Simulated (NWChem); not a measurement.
# HTeCl; SMILES Cl[TeH]

Program: NWChem. All runs use the structure optimised with PBE0/def2-SVP. def2 effective core potentials on Te; no spin-orbit coupling. Vertical excitations in the gas phase; the lowest state need not have the same character in each row.

Q: Order these by “lowest excitation, singlet (eV)”, lowest first: B3LYP/def2-SVPD, full TDDFT; PBE0/def2-SVPD, full TDDFT; LDA (Slater exchange, VWN5)/def2-SVPD, full TDDFT; PBE/def2-SVPD, full TDDFT.

A: LDA (Slater exchange, VWN5)/def2-SVPD, full TDDFT (2.14), PBE/def2-SVPD, full TDDFT (2.19), B3LYP/def2-SVPD, full TDDFT (2.26), PBE0/def2-SVPD, full TDDFT (2.32)
